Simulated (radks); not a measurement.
All-electron atom: La4+ in [Kr] 4d10 5s2 5p4.5 6s0.5 (fractional occupations, a model configuration). Calculated with a radial shooting solver on a logarithmic mesh with Libxc functionals: Dirac Kohn-Sham, PBE, spin-unpolarised, spherical densities, finite nucleus; open shells fill j = l - 1/2 first; Fermi nuclear charge, rms radius 4.855 fm.

Radial electron density D(r) = 4 pi r^2 rho(r):

```
   r/bohr * D(r) (the largest magnitude, 97.5, reaches the edge; | marks zero)
0.0008829 |*
  0.00102 | *
 0.001187 | *
 0.001371 |  *
 0.001596 |  *
 0.001843 |   *
 0.002146 |    *
 0.002478 |     *
 0.002885 |       *
 0.003332 |         *
 0.003878 |            *
 0.004479 |              *
 0.005214 |                 *
 0.006022 |                     *
 0.007011 |                         *
 0.008096 |                             *
 0.009426 |                                 *
  0.01089 |                                    *
  0.01267 |                                       *
  0.01464 |                                         *
  0.01704 |                                          *
  0.01968 |                                          *
  0.02272 |                                        *
  0.02645 |                                       *
  0.03055 |                                     *
  0.03557 |                                     *
  0.04108 |                                      *
  0.04782 |                                          *
  0.05523 |                                               *
  0.06429 |                                                   *
  0.07425 |                                                      *
  0.08644 |                                                     *
  0.09983 |                                                 *
   0.1162 |                                           *
   0.1342 |                                        *
   0.1562 |                                        *
   0.1804 |                                           *
   0.2101 |                                              *
   0.2426 |                                             *
   0.2824 |                                      *
   0.3262 |                            *
   0.3797 |                   *
   0.4385 |                *
   0.5065 |                 *
   0.5896 |                  *
   0.6809 |                  *
   0.7927 |              *
   0.9155 |         *
    1.066 |      *
    1.231 |    *
    1.433 |   *
    1.655 |  *
    1.926 | *
    2.225 |*
     2.59 |*
    2.991 *
    3.482 *
    4.022 *
    4.682 *
    5.407 *
    6.294 *
    7.269 *
```

D(r) has 4 maxima, at r = 0.0176, 0.0773, 0.219, 0.609 bohr, and minima at 0.0342, 0.144, 0.449 bohr, inside which lie 2.03, 11.19, 29.01 electrons.
